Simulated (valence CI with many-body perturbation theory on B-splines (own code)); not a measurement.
Results of a calculation; reference values are marked as such.
## Hyperfine factors and g values of Ba XXVI

Method: valence CI with perturbative core correlation (CI+MBPT): three valence electrons over a frozen Dirac-Fock core [Ar] 3d10, a basis of 11 s, 11 p, 9 d, 7 f, 5 g, 2 h, 1 i functions for each j, with the one-electron correlation potential Σ1 (screened to all orders), the two-electron term Σ2, the three-electron term Σ3, Breit, model QED; selected single and double excitations, second order for the rest (own B-spline code, finite nucleus).

No measured levels were compared; by estimate levels hold to about 250 cm⁻¹ or 0.2 % of their energy and the worst to 1 %, as in measured heavy ions of charge 2 to 7; those with d or f electrons hold less well.

A/g_I is the dipole constant over the nuclear g factor μ/I (μ in nuclear magnetons, uniformly magnetised nucleus), B/Q the quadrupole constant per barn. Both hold the static response of the core; the bare values leave it out. Large factors of s and p1/2 electrons are usually good to 5 to 10 %; those of open d and f shells near neutrality can be off by tens of per cent, and small factors of p3/2, d and f electrons come from cancelling terms and can be off by a factor of two or in sign, in half-filled shells by more. B is blank for J = 1/2, where it vanishes, and for nearly pure S terms. Energies count from the lowest level.

Names give the largest LS component (configuration and term), which can be under half, so a name can repeat, a term be missing and a line seem to break the LS rules; names also repeat where a configuration has a term twice. Letters in brackets count levels of one name in rising energy.

| Level | E (cm⁻¹) | g | A/g_I (MHz) | A/g_I bare | B/Q (MHz/b) | B/Q bare |
| --- | --- | --- | --- | --- | --- | --- |
| 4s2.4p 2P°_1/2 | 0 | 0.663 | 118000 | 113000 |  |  |
| 4s2.4p 2P°_3/2 | 171890 | 1.332 | 18300 | 17400 | 34600 | 32900 |
| 4s.4p2 4P_1/2 | 434430 | 2.437 | 333000 | 319000 |  |  |
| 4s.4p2 4P_3/2 | 553670 | 1.695 | 97600 | 93400 | 28100 | 26800 |
| 4s.4p2 4P_5/2 | 591920 | 1.429 | 110000 | 105000 | 5890 | 5620 |
| 4s.4p2 2D_3/2 | 653500 | 0.905 | -6340 | -6030 | 34000 | 32500 |
| 4s.4p2 2P_1/2 | 683250 | 1.153 | -54700 | -52200 |  |  |
| 4s.4p2 2D_5/2 | 753070 | 1.367 | 91800 | 87800 | 25300 | 24100 |
| 4s.4p2 2S_1/2 | 855350 | 1.742 | 371000 | 355000 |  |  |
| 4s.4p2 2P_3/2 | 861620 | 1.248 | -43700 | -41800 | -23000 | -21900 |
| 4s2.4d 2D_3/2 | 970520 | 0.811 | 2230 | 2390 | 8170 | 7840 |
| 4s2.4d 2D_5/2 | 1000900 | 1.200 | 8890 | 8730 | 10500 | 10100 |
| 4p3 2P°_3/2 [a] | 1110900 | 1.348 | 14700 | 14300 | 30500 | 29100 |
| 4p3 4S°_3/2 | 1244900 | 1.440 | -5810 | -5200 | -1550 | -1470 |
| 4p3 2D°_5/2 | 1250700 | 1.191 | 42800 | 41100 | -6780 | -6450 |
| 4s.4p.4d 4F°_3/2 | 1304100 | 0.474 | -36500 | -34800 | 11200 | 10700 |
| 4p3 2P°_1/2 | 1316300 | 0.663 | 114000 | 109000 |  |  |
| 4s.4p.4d 4F°_5/2 | 1332700 | 1.053 | 61100 | 58600 | 4450 | 4270 |
| 4s.4p.4d 4F°_7/2 | 1383300 | 1.256 | 67200 | 64400 | 1520 | 1480 |
| 4s.4p.4d 4P°_5/2 | 1386700 | 1.442 | 60800 | 58500 | 7990 | 7640 |
| 4s.4p.4d 4D°_3/2 | 1390600 | 1.350 | 48100 | 46400 | 4990 | 4760 |
| 4s.4p.4d 4D°_1/2 | 1393800 | 0.340 | -142000 | -135000 |  |  |
| 4p3 2P°_3/2 [b] | 1444600 | 1.301 | 16600 | 16000 | -27300 | -26000 |
| 4s.4p.4d 2F°_5/2 [a] | 1450600 | 0.955 | 11400 | 11100 | 19100 | 18300 |
| 4s.4p.4d 2D°_3/2 [a] | 1472000 | 0.959 | -33000 | -31300 | 3540 | 3440 |
| 4s.4p.4d 4F°_9/2 | 1498300 | 1.332 | 51700 | 49600 | 42300 | 40300 |
| 4s.4p.4d 4P°_1/2 | 1519400 | 2.368 | 206000 | 197000 |  |  |
| 4s.4p.4d 4D°_5/2 | 1520000 | 1.295 | 63100 | 60500 | 2610 | 2480 |
| 4s.4p.4d 4P°_3/2 | 1523900 | 1.488 | 73600 | 70600 | -8290 | -7920 |
| 4s.4p.4d 4D°_7/2 | 1524600 | 1.359 | 59200 | 56800 | 7750 | 7420 |
| 4s.4p.4d 2D°_5/2 [a] | 1561400 | 1.311 | 77200 | 74100 | -15400 | -14600 |
| 4s.4p.4d 2D°_3/2 [b] | 1580700 | 1.018 | -21700 | -20600 | -13100 | -12500 |
| 4s.4p.4d 2F°_7/2 [a] | 1609800 | 1.143 | -3730 | -3400 | 41900 | 40000 |
| 4s.4p.4d 2F°_5/2 [b] | 1621700 | 0.898 | -20800 | -19700 | 27100 | 25900 |
| 4s.4p.4d 2F°_7/2 [b] | 1627500 | 1.187 | 44300 | 42500 | 25200 | 24000 |
| 4s.4p.4d 2P°_1/2 [a] | 1644700 | 0.616 | -37500 | -35500 |  |  |
| 4s.4p.4d 2P°_1/2 [b] | 1667200 | 0.669 | -38500 | -36400 |  |  |
| 4s.4p.4d 2P°_3/2 | 1686400 | 1.286 | 17000 | 16800 | 278 | 267 |
| 4s.4p.4d 2D°_3/2 [c] | 1687400 | 1.055 | 73400 | 70200 | -15700 | -14900 |
| 4s.4p.4d 2D°_5/2 [b] | 1694700 | 1.154 | -27000 | -25500 | -18300 | -17400 |

Question: Take the isotope of mass number 135, with I = 3/2, μ = 0.8381 μN and Q = 0.153 b. What is the hyperfine structure of 4s.4p2 2P_1/2?

Answer: From the table A = -30500 MHz. Shifts from the centre of gravity in MHz: F = 1: 38100, F = 2: -22900.
